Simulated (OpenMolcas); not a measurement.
Tm2+ among 6 point charges of -2 e arranged as an octahedron (Oh).

```yaml
Program: OpenMolcas 26.06
Method: "SS-CASPT2, IPEA 0.25 Eh, imaginary shift 0.1 Eh (closed shells correlated: 5s 5p)"
Basis: ANO-RCC-VDZP [7s6p4d2f1g]
Scalar_Hamiltonian: DKH2, point nucleus
Active_space: 13 electrons in 7 orbitals (4f)
State_averaging: 2S+1 = 2 odd, 7 roots
Spin-orbit_coupling: RASSI with atomic mean-field integrals over the reference wave functions
```

All point charges move together. At R = 2.63 Å the width of the lowest J multiplet is 457 cm-1, and at R = 3.05 Å it is 256 cm-1.

**Question.** A third run gives 325 cm-1. What distance was it run at?

**Answer.** With a power law R^-n the two known points give n = -ln(256 / 457) / ln(3.05 / 2.63) = 3.91. Then R = 2.63 × (457 / 325)^(1/3.91) = 2.870 Å. The run was at 2.92 Å, so the estimate is off by -0.050 Å.

Roots that are degenerate in the reference are averaged as groups; the widest CASPT2 spread within a group is 31 cm-1 (the 3-fold group of multiplicity 2 near 249 cm-1 above the lowest state of its run, R = 2.63). Shifts and gaps below about the spread of the groups concerned are not significant. Point charges carry no covalency, so the field is a model and not that of real ligands. No measured value stands beside these numbers.
